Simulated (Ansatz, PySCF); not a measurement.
Torsion H4–O1–B2–F3 in BFH2O (SMILES OBF); at each angle all else is relaxed with GFN2-xTB, and the levels are single points there.
Geometry at 0° (charge 0, multiplicity 1):
```xyz
5

O      0.93973    -0.00549    -0.37586
B     -0.32456     0.34766    -0.23734
F     -0.91250     0.24708     0.95704
H      1.38522    -0.32588     0.41164
H     -0.94471     0.74841    -1.14098
```

On the grid 0° to 330°, 90° is the highest and 0° the lowest point at CCSD(T)/CBS(cc-pVTZ, cc-pVQZ).

Frozen-core correlation. CBS(a, b) extrapolates the correlation energy as X⁻³ and adds the Hartree–Fock energy of set b.

Codes used: Ansatz (Gaussian basis) for Hartree–Fock, density functionals and correlated methods; PySCF for the dispersion terms. Each number belongs to the level named beside it.

PBE/def2-TZVPP gives 49.2 kJ/mol for the energy at 90° less that at 0°.

### Question
Where do these levels fall relative to PBE: PBE-D3(BJ)/def2-TZVPP, r2SCAN/def2-TZVPP, B3LYP/def2-TZVPP, wB97M-V/def2-TZVPP, MP2/CBS(cc-pVTZ, cc-pVQZ), CCSD(T)/CBS(cc-pVTZ, cc-pVQZ).

### Answer
PBE-D3(BJ)/def2-TZVPP 0.1; r2SCAN/def2-TZVPP 0.3; B3LYP/def2-TZVPP -0.8; wB97M-V/def2-TZVPP 0.1; MP2/CBS(cc-pVTZ, cc-pVQZ) 1.5; CCSD(T)/CBS(cc-pVTZ, cc-pVQZ) 2.2 kJ/mol. 5 of 6 lie above PBE; the widest gap is to CCSD(T)/CBS(cc-pVTZ, cc-pVQZ).

Ansatz is an electronic-structure program.
